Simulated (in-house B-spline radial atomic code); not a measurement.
Atomic self-consistent-field run: La4+ (an excited or competing configuration). Method: scalar-relativistic (X2C) M06-2X, spin-polarised, spherical fractional occupations, exact exchange averaged over the configuration, Fermi nucleus of rms radius 4.855 fm. Calculated with an all-electron radial atomic-structure program (B-spline basis).

Command:
```bash
python run_scf.py task.json out
```
Settings (nuclear radius in fm, mass in u):
```
Z                57
configuration    [Kr] 4d9 4f1 5s2 5p5
hamiltonian      x2c
method           m062x
spin_polarised   True
nucleus          fermi
rms_radius       4.855
atomic_mass      138.90636
speed_of_light   137.035999084
exact_exchange   averaged over the configuration
```

Output (hartree, bohr):
```
 radial grid: 69 intervals, B-splines of order 8, outer radius 30.8511 bohr

 iter        energy (Eh)    residual
    1       -8486.449062    2.02e-01
    2       -8486.465619    4.77e-03
    3       -8486.465792    2.49e-03
    4       -8486.465819    1.51e-03
    5       -8486.465832    3.35e-04
    6       -8486.465833    8.27e-05
    7       -8486.465833    1.85e-05
    8       -8486.465833    1.93e-05
    9       -8486.465833    1.18e-05
   10       -8486.465833    1.44e-05
   11       -8486.465833    1.07e-05
   12       -8486.465833    3.66e-06
   13       -8486.465833    6.50e-06
   14       -8486.465833    4.71e-06
   15       -8486.465833    3.83e-06
   16       -8486.465833    1.06e-06
   17       -8486.465833    3.10e-07

 total energy                     -8486.46583
 kinetic                            9084.3710
 electron-nucleus                 -20572.2234
 Hartree                            3205.8976
 exact exchange                     -107.9463
 exchange-correlation                -96.5648

 orbital      occ     eigenvalue          <r>       <r^2>       <1/r>       r_max
 1s up      1.000     -1430.9413    0.0244266 0.000820077     65.6069     0.01529
 1s down    1.000     -1430.9360    0.0244265 0.000820071     65.6071     0.01529
 2s up      1.000      -230.9107     0.106935   0.0135516     15.0018     0.09087
 2s down    1.000      -230.8903     0.106934   0.0135514     15.0021     0.09087
 2p up      3.000      -207.5005    0.0939044   0.0107809     13.6419     0.07268
 2p down    3.000      -207.4772    0.0939022   0.0107805     13.6423     0.07267
 3s up      1.000       -51.3138     0.284974   0.0929188     5.33905      0.2606
 3s down    1.000       -51.2807     0.284847   0.0928298     5.34158      0.2606
 3p up      3.000       -43.7683       0.2825   0.0926195      4.9464      0.2545
 3p down    3.000       -43.7329     0.282351   0.0925125     4.94872      0.2545
 3d up      5.000       -32.7369     0.259227   0.0792444      4.6601      0.2092
 3d down    5.000       -32.6964     0.259285   0.0792902     4.65928      0.2092
 4s up      1.000       -11.8989     0.653653    0.482216     2.19379      0.6073
 4s down    1.000       -11.7897      0.65289    0.480807     2.19475       0.607
 4p up      3.000        -9.3882      0.69103    0.542896     1.99958       0.633
 4p down    3.000        -9.2562     0.690472    0.541802     1.99943      0.6329
 4d up      5.000        -5.6497     0.763317    0.674661     1.73197      0.6682
 4d down    4.000        -5.5441     0.760409    0.669398     1.73901      0.6677
 4f up      1.000        -1.8273      1.01455     1.27357     1.24684      0.7236
 5s up      1.000        -3.0272      1.50167     2.52049    0.891881       1.382
 5s down    1.000        -2.9015      1.52266     2.58898    0.873956         1.4
 5p up      3.000        -2.2853      1.68067     3.16743     0.78253       1.532
 5p down    2.000        -2.2175       1.7087     3.27126    0.764691       1.554
```

Time taken, with all properties: 1.1 s on 1 thread of Arm Neoverse N1 (shared host).

States collapsed into the nucleus by a negative tau potential were left out of the aufbau.

One-electron X2C: radii and densities carry no picture-change correction, so inner-shell <1/r> comes out high (for 1s by about 2 % at Z = 33, 5 % at 54, 10 % at 75, 30 % at 118) and <r> low.
